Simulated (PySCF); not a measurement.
F₃HOSi, SMILES O[Si](F)(F)F. Atoms are numbered in the order given.

```xyz
6

O     -0.1096     1.6394     0.0000
Si    -0.0081     0.0054     0.0000
F      0.7685    -0.5668     1.2933
F     -1.5074    -0.5698     0.0000
F      0.7685    -0.5668    -1.2933
H      0.7239     2.1401     0.0000
```
Charge 0, spin multiplicity 1.

Geometry: PBE-D3(BJ)/def2-SVP. One conformer was computed; it need not be the lowest.

The numbers are results of M06-2X/def2-TZVP (PySCF), not measurements.

Task: Estimate the frontier levels, gap, dipole moment and polarisability. (Estimate from the structure and the level; the computed values follow.)

Result: 
- highest occupied level = -12.63 eV
- lowest empty level = 0.59 eV
- orbital gap = 13.22 eV
- dipole moment = 2.26 D
- quadrupole, principal values (traceless, Buckingham form, about the centre of nuclear charge) = -4.77, -3.14, 7.91 D·Å
- mean static polarisability = 24.0 bohr³ (3.55 Å³)
- polarisability, principal values = 22.8, 23.7, 25.4 bohr³
